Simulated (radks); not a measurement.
Q: Species: Ta XLIX. Configuration: [Ar] 3d7. All-electron calculation, non-relativistic Kohn-Sham, PBE, spin-polarised, spherical densities, point nucleus; open shells are filled with parallel spins first (spin-orbit coupling, left out, can overturn this in heavy ions); relativity is left out, which matters for an element this heavy. Program: a radial shooting solver on a logarithmic mesh with Libxc functionals. Some entries of the table are withheld. Estimate them.

orbital  occ.  eigenvalue (eV)  <r> (bohr)  <1/r> (bohr^-1)
1s up       1        -64687.25     0.02075            72.46
1s down     1        -64687.06     0.02075            72.46
2s up       1        -12817.27     0.08737            17.05
2s down     1        -12802.20     0.08732            17.06
2p up       3        -12405.70     0.07391            17.07
2p down     3        -12394.83     0.07386            17.08
3s up       1        -4730.017      0.2143              (1)
3s down     1        -4717.008      0.2146              (2)
3p up       3        -4552.566      0.2037              (3)
3p down     3        -4538.346      0.2040              (4)
3d up       5        -4240.511      0.1771              (5)
3d down     2        -4221.851      0.1774              (6)

A: 
(1) 3s up <1/r> (bohr^-1): 6.829
(2) 3s down <1/r> (bohr^-1): 6.815
(3) 3p up <1/r> (bohr^-1): 6.781
(4) 3p down <1/r> (bohr^-1): 6.766
(5) 3d up <1/r> (bohr^-1): 6.686
(6) 3d down <1/r> (bohr^-1): 6.675
